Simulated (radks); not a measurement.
Results of a calculation; reference values are marked as such.
All-electron atom: the gold ion Au13+ in [Kr] 4d10 4f14 5s2 5p4.

Level of theory: Dirac Kohn-Sham, LB94 model potential, spin-unpolarised, spherical densities, finite nucleus; open shells fill j = l - 1/2 first; Fermi nuclear charge, rms radius 5.4371 fm (a radial shooting solver on a logarithmic mesh with Libxc functionals).

Energy parts (eV):
kinetic: 595030.23
electron-nucleus: -1286319.23
Hartree: 184208.90
(The LB94 potential has no energy functional, so no total or exchange-correlation energy is given.)

Orbitals (lengths in bohr, moments of r in powers of bohr):
orbital  occ.  eigenvalue (eV)       <r^4>
1s1/2       2        -81143.02   4.228e-07
2s1/2       2        -14544.78  0.00006143
2p1/2       2        -13974.81  0.00003640
2p3/2       4        -12124.76  0.00005648
3s1/2       2        -3640.437    0.002230
3p1/2       2        -3380.366    0.001940
3p3/2       4        -2972.360    0.002676
3d3/2       4        -2536.064    0.001773
3d5/2       6        -2448.098    0.001954
4s1/2       2        -992.1434     0.05043
4p1/2       2        -881.0296     0.05360
4p3/2       4        -783.4741     0.07315
4d3/2       4        -600.1988     0.08609
4d5/2       6        -581.8862     0.09440
4f5/2       6        -346.1112      0.1464
4f7/2       8        -342.1074      0.1534
5s1/2       2        -356.9381      0.9913
5p1/2       2        -317.3203       1.224
5p3/2       2        -295.5997       1.588

The highest occupied level is 5p3/2 at -295.60 eV. For comparison, the ionisation energy in NIST's Atomic Spectra Database is 299 eV (theoretical). In exact Kohn-Sham theory the highest level is minus the ionisation energy, but local and semilocal functionals leave it too shallow, through self-interaction and a potential that decays too fast; potentials with the right tail come closer. The density falls to 0.001 e/bohr^3 at r = 2.04 bohr.

Beside tabulated values, note that spin-unpolarised runs miss the spin-polarisation part of the exchange energy of open shells.
